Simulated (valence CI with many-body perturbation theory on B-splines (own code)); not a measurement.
# Ladder of approximations for Ga26+

Computed by valence CI with perturbative core correlation (CI+MBPT): three valence electrons over a frozen Dirac-Fock core [He], a basis of 11 s, 11 p, 9 d, 7 f, 5 g, 2 h, 1 i functions for each j, with the one-electron correlation potential Σ1, the two-electron term Σ2, the three-electron term Σ3, Breit, model QED; selected CI, second order for the rest (own B-spline code, finite nucleus).

The last digits are not significant, and no measured levels were compared; by estimate large intervals hold to a few tenths of a per cent, small ones and those within an open d or f shell to about a per cent.

Each rung adds one term. CI alone is the Dirac-Coulomb CI over the frozen core; QED comes last and gives the full result, which names the levels. Energies are above 2s2.2p 2P°_1/2 on the same rung, in eV.

Names give the largest LS component (configuration and term), which can be under half, so a name can repeat, a term be missing and a line seem to break the LS rules; names also repeat where a configuration has a term twice. Letters in brackets count levels of one name in rising energy.

| Level | CI alone | + Σ1 | + Σ2 | + Σ3 | + Breit | Full |
| --- | --- | --- | --- | --- | --- | --- |
| 2s2.2p 2P°_3/2 | 32.6 | 32.6 | 32.6 | 32.6 | 31.7 | 31.8 |
| 2s.2p2 4P_1/2 | 67.6 | 67.4 | 67.4 | 67.4 | 68.1 | 67.3 |
| 2s.2p2 4P_3/2 | 85.7 | 85.5 | 85.5 | 85.5 | 85.6 | 84.9 |
| 2s.2p2 4P_5/2 | 98.4 | 98.2 | 98.2 | 98.2 | 97.5 | 96.8 |
| 2s.2p2 2D_3/2 | 129.1 | 128.9 | 128.8 | 128.8 | 128.5 | 127.8 |
| 2s.2p2 2D_5/2 | 140.3 | 140.2 | 140.1 | 140.1 | 139.2 | 138.5 |
| 2s.2p2 2P_1/2 | 141.0 | 140.9 | 140.6 | 140.6 | 141.0 | 140.2 |
| 2s.2p2 2S_1/2 | 175.5 | 175.4 | 175.3 | 175.2 | 174.9 | 174.2 |
| 2s.2p2 2P_3/2 | 177.8 | 177.6 | 177.3 | 177.3 | 176.4 | 175.7 |
| 2p3 4S°_3/2 | 213.0 | 212.7 | 212.3 | 212.3 | 212.9 | 211.3 |
| 2p3 2D°_3/2 | 238.6 | 238.3 | 238.0 | 238.0 | 238.3 | 236.8 |
| 2p3 2D°_5/2 | 247.7 | 247.4 | 247.1 | 247.1 | 246.6 | 245.0 |
| 2p3 2P°_1/2 | 268.2 | 267.9 | 267.6 | 267.6 | 267.9 | 266.4 |
| 2p3 2P°_3/2 | 289.8 | 289.5 | 289.3 | 289.2 | 288.6 | 287.1 |
| 2s2.3s 2S_1/2 | 1502.2 | 1502.5 | 1502.4 | 1502.4 | 1500.8 | 1501.1 |
| 2s2.3p 2P°_1/2 | 1530.0 | 1530.2 | 1530.2 | 1530.1 | 1528.8 | 1528.9 |
| 2s2.3p 2P°_3/2 | 1539.1 | 1539.4 | 1539.4 | 1539.3 | 1537.8 | 1537.8 |
| 2s.2p.3s 4P°_1/2 | 1557.2 | 1557.4 | 1557.3 | 1557.3 | 1556.7 | 1556.1 |
| 2s2.3d 2D_3/2 | 1564.2 | 1564.5 | 1564.5 | 1564.4 | 1562.7 | 1562.7 |
| 2s.2p.3s 4P°_3/2 | 1564.3 | 1564.4 | 1564.3 | 1564.3 | 1563.3 | 1562.8 |
| 2s2.3d 2D_5/2 | 1567.0 | 1567.3 | 1567.2 | 1567.2 | 1565.4 | 1565.4 |
| 2s.2p.3s 2P°_1/2 [a] | 1574.1 | 1574.2 | 1574.1 | 1574.1 | 1573.3 | 1572.7 |
| 2s.2p.3p 4D_1/2 | 1581.3 | 1581.4 | 1581.4 | 1581.3 | 1581.0 | 1580.2 |
| 2s.2p.3p 4D_3/2 | 1587.7 | 1587.8 | 1587.7 | 1587.7 | 1587.0 | 1586.2 |
| 2s.2p.3s 4P°_5/2 | 1589.1 | 1589.2 | 1589.2 | 1589.2 | 1587.4 | 1586.9 |
| 2s.2p.3p 4P_3/2 [a] | 1595.8 | 1595.8 | 1595.8 | 1595.7 | 1595.1 | 1594.3 |
| 2s.2p.3p 2P_1/2 [a] | 1599.2 | 1599.3 | 1599.3 | 1599.2 | 1598.5 | 1597.7 |
| 2s.2p.3s 2P°_3/2 [a] | 1599.9 | 1600.1 | 1600.0 | 1600.0 | 1598.3 | 1597.8 |
| 2s.2p.3p 4P_1/2 | 1600.4 | 1600.4 | 1600.4 | 1600.3 | 1599.6 | 1598.8 |
| 2s.2p.3p 4D_5/2 | 1600.7 | 1600.8 | 1600.7 | 1600.7 | 1599.6 | 1598.9 |
| 2s.2p.3p 2D_3/2 [a] | 1605.5 | 1605.6 | 1605.5 | 1605.4 | 1604.5 | 1603.7 |

(1) How does the ionisation energy move along the ladder, and which term matters most?

## Answers

(1) CI alone 2685.2, + Σ1 2685.5, + Σ2 2685.5, + Σ3 2685.4, + Breit 2683.6, + QED 2683.6 eV. The largest step is Breit, -1.8 eV. NIST lists 2683 ± 1.4 eV (semi-empirical).
